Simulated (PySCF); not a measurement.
**Energy of Fe⁺ (iron, charge +1) between two integer charges**

The 4s alpha orbital of [Ar] 3d6 4s1 is emptied in steps (occupation f), with all orbitals relaxed, ending at [Ar] 3d6. All numbers are calculated (PySCF 2.14, no relativity, point nucleus, in def2-TZVPPD). The exact energy is a straight line in f; departures are measured from the line between the end points of the same method.

| f | UHF (eV) |
| --- | --- |
| 1 | 0.000 |
| 0.9 | 0.010 |
| 0.7 | 0.022 |
| 0.5 | 0.026 |
| 0.3 | 0.022 |
| 0.1 | 0.009 |
| 0 | 0.000 |

Problem. For UHF, how does the orbital energy at f = 1 compare with the removal energy?

Solution. −ε = 15.224 eV against a total-energy difference of 15.115 eV. By Janak's theorem ε = ∂E/∂f, so the gap between them reflects the curvature. Along the path −ε is 15.201 (f = 0.9), 15.156 (f = 0.7), 15.113 (f = 0.5), 15.072 (f = 0.3), 15.034 (f = 0.1) eV.

Reference removal energy between the ground levels: 16.199 eV (measured; NIST Atomic Spectra Database, ionization energies). The calculation has no spin-orbit coupling. UHF lacks correlation.
